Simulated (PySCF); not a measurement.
1,2-benzisoxazole, C7H5NO.
Geometry (GFN2-xTB, Å), atoms numbered from 1 in this order:
```
atom  x, y, z in Å
C1    -1.622    0.740   -0.072
C2    -1.758   -0.652   -0.051
C3    -0.667   -1.492    0.002
C4     0.582   -0.886    0.034
O5     1.798   -1.462    0.088
N6     2.743   -0.478    0.104
C7     2.152    0.673    0.062
C8     0.734    0.515    0.015
C9    -0.386    1.343   -0.040
H10   -2.513    1.349   -0.114
H11   -2.750   -1.078   -0.078
H12   -0.765   -2.565    0.018
H13    2.728    1.576    0.066
H14   -0.277    2.416   -0.056
```

Method used: PySCF, TDDFT wB97X-D/def2-SVPD, vertical, gas phase, core orbitals frozen in the response.

Broadening: Gaussians 0.5 eV wide at half height, area fixed by f = 4.319×10⁻⁹ ∫ε dν̃. The cross-section is σ = 3.8235×10⁻²¹ ε cm², given in Mb (10⁻¹⁸ cm²). The width is an assumption, not a result. The curve ends short of the highest state used, and states not computed would add to its high-energy end.

| λ (nm) | σ (Mb) |
| --- | --- |
| 179.2 | 148.92 |
| 181.1 | 161.78 |
| 182.9 | 160.06 |
| 184.8 | 144.91 |
| 186.7 | 120.49 |
| 188.6 | 92.49 |
| 190.5 | 65.87 |
| 192.3 | 44.80 |
| 194.2 | 28.08 |
| 196.1 | 16.79 |
| 198.0 | 9.86 |
| 199.8 | 6.25 |
| 201.7 | 4.59 |
| 203.6 | 4.53 |
| 205.5 | 5.70 |
| 207.4 | 7.92 |
| 209.2 | 10.85 |
| 211.1 | 14.56 |
| 213.0 | 18.54 |
| 214.9 | 22.31 |
| 216.8 | 25.39 |
| 218.6 | 27.32 |
| 220.5 | 28.13 |
| 222.4 | 27.72 |
| 224.3 | 26.29 |
| 226.2 | 24.21 |
| 228.0 | 21.99 |
| 229.9 | 19.70 |
| 231.8 | 17.70 |
| 233.7 | 16.07 |
| 235.5 | 14.87 |
| 237.4 | 13.87 |
| 239.3 | 13.02 |
| 241.2 | 12.21 |
| 243.1 | 11.35 |
| 244.9 | 10.43 |
| 246.8 | 9.36 |
| 248.7 | 8.21 |
| 250.6 | 7.02 |
| 252.5 | 5.86 |
| 254.3 | 4.83 |
| 256.2 | 3.84 |
| 258.1 | 2.98 |
| 260.0 | 2.26 |
| 261.8 | 1.71 |
| 263.7 | 1.24 |
| 265.6 | 0.88 |
| 267.5 | 0.62 |
| 269.4 | 0.42 |
| 271.2 | 0.29 |
| 273.1 | 0.19 |
| 275.0 | 0.13 |
| 276.9 | 0.08 |
| 278.8 | 0.05 |
| 280.6 | 0.03 |
| 282.5 | 0.02 |

(1) Where are the band maxima, and which computed states make them?

(2) On this curve, what absorbance would a 10⁻³ mol/L sample give at 222 nm over a 1 cm path?

(3) Coming from long wavelengths, where does ε first pass 100 L mol⁻¹ cm⁻¹?

Results:

(1) 221 nm (5.62 eV), ε about 7400, made up of S2 (97%); 182 nm (6.82 eV), ε about 43000, made up of S4 (41%) and S5 (59%) (ε in L mol⁻¹ cm⁻¹; maxima over ε = 5, shares over 10%). The states used: S1 5.14 eV (f 0.050); S2 5.63 eV (f 0.133); S3 6.20 eV (f 0.0050); S4 6.72 eV (f 0.365); S5 6.89 eV (f 0.488); S6 7.44 eV (f 0.038); S7 7.44 eV (f 0.0005); S8 7.52 eV (f 0.0038).

(2) 222 nm is 5.585 eV, where ε is about 7300 L mol⁻¹ cm⁻¹, so A = ε c l ≈ 7.3 (Beer–Lambert, with the gas-phase spectrum and the assumed width).

(3) At about 270 nm (4.59 eV), 0.54 eV below S1.
